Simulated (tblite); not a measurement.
A tight-binding relaxation on `C1[CH][C@@H](C)CCC1` [radical].

Computed with GFN2-xTB geometry optimisation, gas phase (tblite 0.8.0). Start geometry: from a force field or distance geometry. A driver script takes a list of jobs; this job's settings line and coordinates (Å) are shown.

Command:
```bash
OMP_NUM_THREADS=1 python probes_run.py task.json out
```

Input:
```
{"job": {"kind": "relax", "xc": "GFN2-xTB", "basis": "xTB"}, "charge": 0, "multiplicity": 2}
C      2.146600     0.126600     0.702600
C      1.027100     0.182500    -0.354300
C      0.202200     1.363600    -0.046900
C     -1.271500     1.211800    -0.405700
C     -1.722000     0.031500     0.479400
C     -1.104400    -1.185400    -0.127500
C      0.366100    -1.138400    -0.351700
H      3.044500    -0.303000     0.241000
H      2.306600     1.183700     1.013200
H      1.764300    -0.473100     1.575900
H      1.536800     0.328000    -1.332400
H      0.604000     2.332300    -0.358200
H     -1.385900     0.940700    -1.463300
H     -1.850900     2.107200    -0.186500
H     -2.824600     0.033400     0.505100
H     -1.311800     0.186500     1.509100
H     -1.321700    -2.043600     0.548800
H     -1.626900    -1.415100    -1.086200
H      0.562900    -1.676800    -1.304300
H      0.853400    -1.781500     0.439000
```

Output:
```
step      E/eV     max force
  0    -585.66730    2.727
  1    -585.97495    1.317
  2    -586.05591    0.849
  3    -586.12979    0.618
  4    -586.17246    0.474
  5    -586.20027    0.505
  6    -586.21822    0.416
  7    -586.23516    0.333
  8    -586.24773    0.251
  9    -586.25704    0.213
... (126 lines left out)
136    -586.66579    0.055
137    -586.66610    0.073
138    -586.66641    0.061
139    -586.66667    0.042
140    -586.66684    0.025
141    -586.66693    0.020
142    -586.66700    0.023
143    -586.66704    0.015
144    -586.66708    0.010
145    -586.66710    0.010
```

«max force» is the largest atomic force in eV/Å.

Problem. From which step on does the largest force stay under 0.1 eV/Å, and how much energy is left to gain from there?

Solution. From step 135 (0.073 eV/Å), 1.9 meV above the end.

In short: energy lowered by 23.1 kcal/mol over 145 steps; largest atomic force 0.010 eV/Å at the end.

On one thread, Arm Neoverse V1 (aarch64), no GPU, shared host, this took 0.94 s wall.
Labels such as C1 count atoms from 1, the log's own numbers from 0.
